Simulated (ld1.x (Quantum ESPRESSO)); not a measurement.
**Varying the TM semilocal potential for Pb**

Base potential:

```json
{
 "Element": "Pb (Z = 82)",
 "Generator": "ld1.x (Quantum ESPRESSO) 7.5",
 "Type": "norm-conserving Troullier–Martins (semilocal form)",
 "Functional": "BP86",
 "Relativity": "scalar-relativistic",
 "Frozen core": "[Xe] 4f14 5d10",
 "Valence charge": "4",
 "Reference configuration": "6s1.75 6p2.25",
 "Partial waves": "6p (bound): rc 2.50 bohr; 6s (bound): rc 2.05 bohr",
 "Local potential": "the s channel",
 "Core correction": "Bessel-smoothed model core, default radius (core density twice the valence density)"
}
```

Cutoffs, loose and tight: the cutoffs (Ry, on a coarse ladder) from which the occupation-weighted sum of valence levels, in a spherical-Bessel basis at the reference potential, stays within 10 and 1 mRy of its value at 400 Ry. They do not see the model core or the augmentation charge, which bear on the density cutoff. Test errors are all-electron minus pseudo excitation energies from the reference, over the configurations 6s2 6p2; 6s2 6p1; 6s2 6p0; 6s2 6p2.3; 6s1 6p0; 6s0 6p4; 6s1 6p3. A dash means not determined; rows that change the core or the reference have their own tests.

In the semilocal form every listed channel keeps its own potential, so the choice of the local channel does not act on these tests. It acts once the file is put into the separable form.

A semilocal file is local in each channel, so a ghost entry of none says nothing of the separable form that plane-wave codes build from it.

```tsv
change	outcome	cutoff, loose	cutoff, tight	bound ghosts	largest test error (meV)
base	generated	21 Ry	35 Ry	none	-548
wave 6p (bound): rc 2.50 bohr becomes 6p (bound): rc 3.54 bohr	generated	21 Ry	30 Ry	none	-661
functional LDA (PZ)	generated	21 Ry	35 Ry	none	-524
```

Q: What comes out with this change to the base: wave 6s (bound): rc 2.05 bohr becomes 6s (bound): rc 1.64 bohr?

A: outcome: generated; cutoff, loose: 40 Ry; cutoff, tight: 90 Ry; bound ghosts: none; largest test error (meV): -541.

Q: What comes out with this change to the base: all radii but the core radius scaled by about 1.30 (s 2.66, p 3.24 bohr)?

A: outcome: generated; cutoff, loose: 12 Ry; cutoff, tight: 21 Ry; bound ghosts: none; largest test error (meV): -598.

Q: What comes out with this change to the base: core [Xe] 4f14, valence charge 14; reference 5d10 6s1 6p3; waves now 6s (bound): rc 1.55 bohr; 6p (bound): rc 2.55 bohr; 5d (bound): rc 1.50 bohr; local potential the d channel; core correction Bessel-smoothed model core inside 1.20 bohr?

A: outcome: generated; cutoff, loose: 55 Ry; cutoff, tight: 100 Ry; bound ghosts: none; largest test error (meV): -70.
